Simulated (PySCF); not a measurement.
**Partial charges of `C=C(C)C1=CC=CC(=O)C1=O`**

C9H8O2.
Atom-mapped SMILES: `[CH2:1]=[C:2]([CH3:3])[C:4]1=[CH:5][CH:6]=[CH:7][C:8](=[O:9])[C:10]1=[O:11]` (hydrogens: H12, H13 on C1; H14, H15, H16 on C3; H17 on C5; H18 on C6; H19 on C7)

Cartesian coordinates in Å at the GFN2-xTB level; atoms count from 1:
```
atom  x, y, z in Å
C1    -1.9011   -0.9371    1.3574
C2    -1.2376    0.1094    0.8602
C3    -1.7186    1.5125    1.1001
C4    -0.0406   -0.0594    0.0386
C5     0.3772    0.8770   -0.8514
C6     1.5412    0.7116   -1.6669
C7     2.2837   -0.4112   -1.6448
C8     1.9115   -1.5313   -0.7925
O9     2.4223   -2.6284   -0.8601
C10    0.8087   -1.2579    0.2486
O11    0.7321   -1.9711    1.2221
H12   -2.7787   -0.7968    1.9659
H13   -1.6056   -1.9541    1.1751
H14   -2.4429    1.5272    1.9096
H15   -2.2027    1.9075    0.2074
H16   -0.8882    2.1667    1.3578
H17   -0.1927    1.7836   -0.9906
H18    1.7950    1.5183   -2.3411
H19    3.1271   -0.5574   -2.3028
```

Density: PBE0/pcSseg-1 (PySCF); schemes: Mulliken, IAO, Hirshfeld and ESP-fitted. Isolated species at its GFN2-xTB geometry (one conformer only).

Question: For which atoms does the sign change between the 4 schemes (beyond +0.03 e in one, beyond −0.03 e in another)?

Answer: C2.

Question: At which atom do the 4 schemes differ most?

Answer: At C2: from -0.352 (Mulliken) to +0.369 e (ESP-fitted), 0.721 e apart.

Question: Give the atomic charges in each scheme.

Answer: In e:

```tsv
atom	environment	Mulliken	IAO	Hirshfeld	ESP-fitted
C1	terminal =CH2 carbon	-0.009	-0.285	-0.085	-0.567
C2	fully substituted alkene carbon	-0.352	+0.016	+0.005	+0.369
C3	allylic carbon	-0.153	-0.426	-0.115	-0.516
C4	fully substituted alkene carbon	-0.196	-0.038	-0.003	-0.297
C5	alkene CH carbon	-0.032	-0.148	-0.035	-0.058
C6	alkene CH carbon	-0.032	-0.113	-0.020	-0.189
C7	alkene CH carbon	-0.113	-0.204	-0.058	-0.264
C8	ketone carbonyl carbon	+0.259	+0.314	+0.134	+0.467
O9	ketone oxygen	-0.317	-0.356	-0.206	-0.444
C10	ketone carbonyl carbon	+0.293	+0.312	+0.148	+0.543
O11	ketone oxygen	-0.302	-0.342	-0.176	-0.425
H12	vinylic hydrogen	+0.108	+0.151	+0.052	+0.217
H13	vinylic hydrogen	+0.131	+0.167	+0.042	+0.227
H14	methyl hydrogen	+0.129	+0.155	+0.051	+0.158
H15	methyl hydrogen	+0.137	+0.149	+0.046	+0.134
H16	methyl hydrogen	+0.132	+0.150	+0.043	+0.151
H17	vinylic hydrogen	+0.094	+0.159	+0.056	+0.150
H18	vinylic hydrogen	+0.108	+0.167	+0.063	+0.179
H19	vinylic hydrogen	+0.114	+0.172	+0.058	+0.168
```

Mean size of the charges over all atoms: ESP-fitted 0.291 e, IAO 0.201 e, Mulliken 0.159 e, Hirshfeld 0.074 e. Each set sums to the total charge, 0, to within 0.001 e. The Hirshfeld scheme divides the density at each point in proportion to the densities of the neutral, spherically averaged free atoms. The IAO scheme counts the electrons in orthogonalised intrinsic atomic orbitals, a minimal basis polarised so that it spans the occupied orbitals exactly.

Question: How closely do the schemes follow one another over all atoms?

Answer: Correlation coefficient and root-mean-square difference: IAO with Hirshfeld 0.96, 0.142 e; IAO with ESP-fitted 0.93, 0.144 e; Hirshfeld with ESP-fitted 0.89, 0.251 e; Mulliken with Hirshfeld 0.83, 0.121 e; Mulliken with IAO 0.80, 0.138 e; Mulliken with ESP-fitted 0.66, 0.250 e.

Question: How many electrons does the IAO scheme count on O9?

Answer: Z − q = 8 − (-0.356) = 8.356.

Question: Sum the charges by element.

Answer: 
| element | atoms | Mulliken | IAO | Hirshfeld | ESP-fitted |
| --- | --- | --- | --- | --- | --- |
| C | 9 | -0.335 | -0.573 | -0.030 | -0.514 |
| O | 2 | -0.619 | -0.699 | -0.382 | -0.870 |
| H | 8 | +0.955 | +1.271 | +0.412 | +1.383 |

The run behind these numbers computed NMR shieldings as well. Time: 48 s of wall time. Hardware: Arm Neoverse V1, one thread (shared host).
